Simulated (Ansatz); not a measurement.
The pair A = ethylamine (SMILES CCN) (first 10 atoms), B = NH3 (SMILES N); geometry from B3LYP-D3(BJ)/def2-TZVP.
(charge 0, multiplicity 1):
```
atom    x (Å)    y (Å)    z (Å)
----  -------  -------  -------
C      1.3411   0.2681   0.3568
C     -0.1120   0.6768   0.1757
N     -1.0094  -0.3729   0.6788
H      2.0087   1.0483  -0.0130
H      1.5587   0.0941   1.4108
H      1.5605  -0.6468  -0.2013
H     -0.2981   0.9239  -0.8788
H     -0.3093   1.5816   0.7555
H     -1.9799  -0.1173   0.5373
H     -0.8553  -1.2390   0.1737
N      0.0163  -0.1756   3.6986
H      0.2881  -1.0676   4.0964
H     -0.6732   0.2289   4.3221
H     -0.4417  -0.3638   2.8062
```

Cores are frozen in the correlated methods. MP2 and its Hartree–Fock in aug-cc-pVTZ are density fitted.

The values were computed with Ansatz (Gaussian basis) for Hartree–Fock, density functionals and correlated methods. Values without a source in brackets are computed.

The counterpoise-corrected interaction energy is E(AB) − E(A in the pair's basis) − E(B in the pair's basis). Total energies (hartree):

```json
[
 {"level": "HF/aug-cc-pVDZ", "AB": "-190.4802781", "A in the pair's basis": "-134.2729224", "B in the pair's basis": "-56.2055447"},
 {"level": "MP2/aug-cc-pVDZ", "AB": "-191.1758478", "A in the pair's basis": "-134.7644102", "B in the pair's basis": "-56.4057667"},
 {"level": "HF/aug-cc-pVTZ", "AB": "-190.5282399", "A in the pair's basis": "-134.3063868", "B in the pair's basis": "-56.2200678"},
 {"level": "MP2/aug-cc-pVTZ", "AB": "-191.3621494", "A in the pair's basis": "-134.8950123", "B in the pair's basis": "-56.4607838"},
 {"level": "CCSD(T)/aug-cc-pVDZ", "AB": "-191.2544123", "A in the pair's basis": "-134.8226521", "B in the pair's basis": "-56.4262968"}
]
```

Q: Work out the counterpoise-corrected interaction energy at the basis-set limit: extrapolate the MP2 correlation part as X⁻³, take Hartree–Fock from the larger set, and add the CCSD(T) − MP2 difference of aug-cc-pVDZ.

A: 
1. Differences (1 hartree = 627.509 kcal/mol): HF/aug-cc-pVDZ -1.136; MP2/aug-cc-pVDZ -3.559; HF/aug-cc-pVTZ -1.120; MP2/aug-cc-pVTZ -3.987; CCSD(T)/aug-cc-pVDZ -3.428.
2. Correlation parts, MP2 less HF: -2.422 in aug-cc-pVDZ (X = 2), -2.867 in aug-cc-pVTZ (X = 3).
3. Limit (3³·(-2.867) − 2³·(-2.422))/(3³ − 2³) = -3.054; with HF/aug-cc-pVTZ it gives -4.174.
4. CCSD(T) less MP2 in aug-cc-pVDZ: 0.130.
Result: -4.04 kcal/mol, against -3.56 at MP2/aug-cc-pVDZ. It is an estimate of this method's limit, not of the exact value.

Ansatz is a quantum-chemistry and plane-wave program.
